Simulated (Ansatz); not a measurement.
Two isomers of C2H6Cl2Si: A = `ClC[SiH2]CCl`, B = `C[Si](C)(Cl)Cl`.

Gas-phase electronic energies from Ansatz, PBE0-D4/def2-TZVP geometries. CCSD(T)/CBS is the MP2 limit (def2-TZVPP, def2-QZVPP) plus CCSD(T) − MP2 in def2-TZVPP, frozen cores. DFT in def2-TZVPP. B3LYP here is the variant with VWN-RPA as its local correlation; programs differ in this. One conformer a species, not always the lowest.

(1) Which isomer does CCSD(T)/CBS put lower? Give the gap. (Best estimate.)

(2) Give E(B) − E(A) in kJ/mol with BLYP-D4, CCSD(T)/def2-SVP, MP2/def2-TZVPP, ωB97M-V, LDA (SPW92), B3LYP, CCSD(T)/def2-TZVPP. (Estimate.)

(3) Does the order hold for the free energy at 298.15 K (harmonic terms from PBE0-D4)? (Best estimate.)

Largest T1 diagnostic: 0.010.

## Answers

(1) Ansatz gave: B, by 366.3 kJ/mol.

(2) The calculation gave: BLYP-D4 -351.0, CCSD(T)/def2-SVP -353.4, MP2/def2-TZVPP -377.3, ωB97M-V -369.3, LDA (SPW92) -357.4, B3LYP -359.3, CCSD(T)/def2-TZVPP -362.4. None reverses the order clearly.

(3) Computed: Yes: G(B) − G(A) = -355.8 kJ/mol, for one conformer each. Modes under 60 cm⁻¹, often nearly free rotors, make the harmonic entropy too high.

From PBE to PBE0 (25 % exact exchange), in def2-TZVPP and without D4, E(B) − E(A) moves by −10.3 kJ/mol. Leaving LDA and LC-ωPBE aside and taking each functional with its dispersion term where it has one, the values, not all of them listed here, spread over 32.7 kJ/mol, from B97M-V to BLYP-D4.
